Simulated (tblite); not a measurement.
C2H2Cl2, charge +1, doublet, at a GFN2-xTB geometry (a state made from the parent by changing its charge; the spin is typed, not shown lowest); tblite 0.6.0 with GFN1-xTB.

Here is a job for tblite.
```
$ tblite run mol.xyz --method gfn1 --charge 1 --spin 1 --json tblite.json --no-restart

# file mol.xyz
6

Cl     2.07534641     0.35490021     0.01824010
C      0.58309707    -0.36698332    -0.00102571
C     -0.58309707     0.36698332     0.00102571
Cl    -2.07534641    -0.35490021    -0.01824010
H      0.55808438    -1.45509337    -0.01552916
H     -0.55808438     1.45509337     0.01552916
```

**Question.** What does tblite print? Leave out banner, timings and long lists.

**Answer.** 
```
xTB calculator
 | screened Coulomb repulsion
 | Coulomb electrostatics
 |  * isotropic Klopman-Ohno-Mataga-Nishimoto electrostatics
 |  * onsite third-order electrostatics
 | DFT-D3(BJ) dispersion correction

halogen bonding energy    0.0000000000000E+00 Eh
repulsion energy          9.6267277873393E-02 Eh
dispersion energy        -2.0815545364304E-03 Eh
number of electrons       2.3000000000000E+01 e
integral cutoff           1.9731147476801E+01 bohr

------------------------------------------------------------
  cycle        total energy    energy error   density error
------------------------------------------------------------
      1     -13.22003520491  -1.3314221E+01   5.1133731E-01
      2     -13.24084492085  -2.0809716E-02   2.5032570E-01
      3     -13.23946234612   1.3825747E-03   1.3277899E-01
      4     -13.24441668713  -4.9543410E-03   6.6898428E-03
      5     -13.24443599771  -1.9310574E-05   1.4703746E-03
      6     -13.24443856138  -2.5636770E-06   9.0896533E-06
      7     -13.24443856141  -2.9640290E-11   1.0122854E-05
------------------------------------------------------------

electronic energy        -1.3338624284749E+01 Eh
total energy             -1.3244438561412E+01 Eh

Post processing:
 | Mayer-Wiberg bond orders

[Info] JSON dump of results written to 'tblite.json'
```
